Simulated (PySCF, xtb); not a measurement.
## Two isomers of C2H4BF

Structure I: `B/C=C\F`, a singlet. Structure II: `BC(=C)F`, a singlet. Both are isolated molecules in the gas phase, relaxed with PBE-D3(BJ)/def2-SVP; the shapes shown needn't be the lowest conformers.

I (Å):

```xyz
8

C    -0.6109    0.4766   -1.5524
C     0.3641   -0.1616   -0.8590
B    -0.7193    2.0039   -1.6918
F     1.3447    0.4687   -0.2174
H     0.0979    2.7338   -1.1652
H    -1.6291    2.4946   -2.3333
H    -1.3392   -0.2081   -2.0198
H     0.4590   -1.2585   -0.7461
```

II (Å):

```xyz
8

C    -0.5031    0.5936   -1.5590
C     0.6837    0.0931   -1.1292
B    -1.0161    2.0086   -1.2092
F    -1.2829   -0.1949   -2.3410
H    -0.3188    2.7144   -0.5090
H    -2.0861    2.4047   -1.6225
H     1.3321    0.7127   -0.4950
H     1.0172   -0.9222   -1.3998
```

Energies in hartree; the thermal terms are from PBE-D3(BJ)/def2-SVP harmonic frequencies (ideal gas, rigid rotor, one conformer each, 298.15 K, 1 atm) and include the zero-point energy:

|  | I | II |
| --- | --- | --- |
| E, CCSD(T)/def2-SVP | −202.567526 | −202.564554 |
| E, MP2/def2-SVP | −202.513701 | −202.509351 |
| E, MP2/def2-TZVPP | −202.891151 | −202.888416 |
| zero-point energy | 0.054218 | 0.053380 |
| H(298 K) − E | 0.059875 | 0.059094 |
| G(298 K) − E | 0.027453 | 0.026584 |

**Question.** Correct the CCSD(T) difference for the basis set by the MP2 change, then work out ΔE, ΔE₀, ΔH and ΔG for I → II in kcal/mol (1 Eh = 627.51 kcal/mol) and the equilibrium ratio [II]/[I].

**Answer.** 1. Differences II − I: CCSD(T) +0.002972, MP2 in the small set +0.004350, MP2 in the large set +0.002735 Eh.
2. ΔE = +0.002972 + (+0.002735 − (+0.004350)) = +0.001357 Eh = +0.85 kcal/mol.
3. ΔE₀ = ΔE + ΔZPE = +0.001357 + (−0.000838) Eh = +0.33 kcal/mol.
4. ΔH = ΔE + (−0.000781) Eh = +0.36 kcal/mol.
5. ΔG = ΔE + (−0.000869) Eh = +0.31 kcal/mol, so ΔS = (ΔH − ΔG)/T = +0.8 J/(mol K).
6. kT = 0.9442 mEh, so K = [II]/[I] = exp(−ΔG/kT) = exp(−0.52) ≈ 0.6.

The two are too close for this level to say which is favoured. An error of 1 kcal/mol in ΔG would change K by a factor of 5.4. Mirror images and further conformers aren't counted.

As drawn, both hold the same kinds of bond in the same numbers.

Other levels gave ΔE = +0.4 (GFN2-xTB); +3.5 (HF/STO-3G, GFN2-xTB geometries); +2.8 (r2SCAN-D4/def2-SVP, GFN2-xTB geometries); +2.7 (PBE-D3(BJ)/def2-SVP); +2.0 (HF/def2-SVP); +2.7 (MP2/def2-SVP); +1.9 (CCSD(T)/def2-SVP) kcal/mol. The correlated steps freeze 4 core orbitals. Programs: PySCF 2.14.0, xtb 6.7.1.
